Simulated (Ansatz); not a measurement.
A nudged elastic band was laid between two geometries of C$_{2}$H$_{8}$BFOSi (14 atoms, charge 0, multiplicity 1).

Method: RKS PBE0-D4/STO-3G (Ansatz).

- movable images: 9
- climbing image: yes
- spring: 5.0 eV/Å²
- optimiser: lbfgs
- start path: IDPP
- force threshold: 0.05 eV/Å
- iteration limit: 57
- end points: relaxed
- largest step: 0.5 Å

Image 0:

```xyz
14
Properties=species:S:1:pos:R:3
B 1.295 -1.812 1.138
C 0.300 -0.649 1.056
Si -0.267 -0.497 -0.751
F -1.021 -1.856 -1.241
O -1.472 0.709 -0.905
C -0.908 2.033 -0.751
H 2.430 -1.641 0.894
H 0.929 -2.902 1.369
H 0.748 0.322 1.294
H -0.603 -0.791 1.659
H 0.872 -0.190 -1.600
H -1.713 2.764 -0.944
H -0.082 2.250 -1.462
H -0.522 2.232 0.272
```

Image 10:

```xyz
14
Properties=species:S:1:pos:R:3
B 1.322 -1.786 1.126
C 0.274 -0.671 1.065
Si -0.282 -0.503 -0.745
F -1.048 -1.853 -1.241
O -1.475 0.716 -0.898
C -0.896 2.034 -0.752
H 1.006 -2.900 1.316
H 2.452 -1.554 0.906
H 0.672 0.315 1.333
H -0.628 -0.871 1.654
H 0.861 -0.203 -1.590
H -1.694 2.773 -0.950
H -0.069 2.238 -1.465
H -0.508 2.236 0.269
```

Q: What changes between the two ends?

A: No bond is made or broken. The dihedral H8–B1–C2–Si3 goes from -91 to 85°.

Q: What energy profile does the band end with?

A: It converged. The highest image is number 5 of 0 to 10, 0.268 eV above the ends, which have the same energy within 2 meV. Another band between the same ends (9 images) ends at a top of the same energy, where a vibrational analysis finds 1 clearly imaginary mode. Limits of this set-up: minimal basis.

```csv
image,path coordinate (Å),energy (eV),dihedral H8–B1–C2–Si3 (°)
0,0.00,0.000,-91
1,0.43,0.024,-109
2,0.87,0.087,-128
3,1.30,0.168,-148
4,1.74,0.239,-166
5,2.17,0.268,178
6,2.61,0.239,161
7,3.04,0.170,142
8,3.48,0.090,123
9,3.91,0.025,103
10,4.34,0.000,85
```

Q: What is the geometry of the highest image?

A: 
```xyz
14
Properties=species:S:1:pos:R:3
B 1.231 -1.944 1.104
C 0.177 -0.813 0.881
Si -0.171 -0.360 -0.901
F -0.795 -1.640 -1.698
O -1.385 0.842 -1.049
C -0.884 2.121 -0.596
H 1.744 -2.508 0.208
H 1.536 -2.256 2.196
H 0.513 0.073 1.441
H -0.749 -1.115 1.395
H 1.061 0.089 -1.529
H -1.667 2.877 -0.785
H 0.033 2.454 -1.128
H -0.657 2.151 0.492
```

The band took 31 iterations and roughly 14 core-minutes.

Run time: 14 min on 1 thread of Arm Neoverse V1, with other jobs on the host, peak memory 0.21 GiB.
